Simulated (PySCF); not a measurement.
A PySCF script (with the pyscf-properties extension) for the NMR shieldings of `C(n1c(B)ccc1)(C)C`, C7H12BN, on a GFN2-xTB geometry:

```python
import basis_set_exchange as bse
import numpy as np
from pyscf import gto, dft
from pyscf.prop import nmr

atoms = """
B     1.534374    1.988560    0.860161
C     1.431436    0.613584    0.240258
C     2.494252   -0.158233   -0.242148
C     1.987478   -1.348210   -0.752223
C     0.620879   -1.296856   -0.576698
N     0.289911   -0.134066    0.013060
C    -1.064261    0.248401    0.347688
C    -1.672706   -0.743575    1.340611
C    -1.916034    0.365488   -0.917525
H     0.603641    2.597238    1.232305
H     2.596635    2.467772    0.966443
H     3.525211    0.136874   -0.216026
H     2.537532   -2.154252   -1.197457
H    -0.117021   -2.029550   -0.843298
H    -1.005709    1.230060    0.823900
H    -2.659528   -0.405571    1.645806
H    -1.043498   -0.822570    2.224192
H    -1.769713   -1.730673    0.894800
H    -1.452280    1.056195   -1.617992
H    -2.023296   -0.600709   -1.405010
H    -2.906222    0.737035   -0.666615
"""
names = dict.fromkeys(["B", "C", "N", "H"], "pcSseg-1")
basis = {el: gto.basis.parse(bse.get_basis(n, elements=[el], fmt="nwchem")) for el, n in names.items()}
mol = gto.M(atom=atoms, basis=basis, charge=0, verbose=0)
mf = dft.RKS(mol, xc="PBE0")
mf.grids.level = 2
mf.grids.alignment = dft.numint.BLKSIZE   # the property module wants whole blocks of grid points
mf.conv_tol = 1e-9
mf.kernel()

calc = nmr.RKS(mf)   # GIAO
C = mf.mo_coeff
Co = C[:, mf.mo_occ > 0]
resp = mf.gen_response(singlet=True, hermi=2)
def vind(x):   # induced exchange potential for any number of trial vectors
    d = np.einsum("pi,xij,qj->xpq", C, 2 * x.reshape(-1, C.shape[1], Co.shape[1]), Co, optimize=True)
    return np.einsum("xpq,pi,qj->xij", resp(d - d.transpose(0, 2, 1)), C, Co, optimize=True).ravel()
mo1, _ = nmr.rhf.solve_mo1(calc, with_cphf=vind)
sigma = calc.kernel(mo1)
for i, s in enumerate(sigma):   # ppm
    print("%2d %-2s %9.2f" % (i, mol.atom_pure_symbol(i), np.trace(s) / 3))
```

Q: What does it print?

A: 
```
 0 B      48.96
 1 C      38.04
 2 C      45.95
 3 C      69.55
 4 C      54.43
 5 N      50.32
 6 C     137.62
 7 C     159.80
 8 C     159.65
 9 H      25.25
10 H      25.43
11 H      24.36
12 H      25.01
13 H      24.43
14 H      26.63
15 H      30.35
16 H      30.21
17 H      30.23
18 H      30.20
19 H      30.25
20 H      30.35
```

These numbers come from an equivalent density-fitted implementation of the same equations, which agrees with the script to about 0.01 ppm for H and up to a few tenths of a ppm for heavy atoms, so last digits may differ.

Size and cost of the density-fitted run: 213 basis functions, 57 s wall time on 1 thread of an AMD EPYC 7R43 64-Core, shared host; peak memory 0.95 GiB.
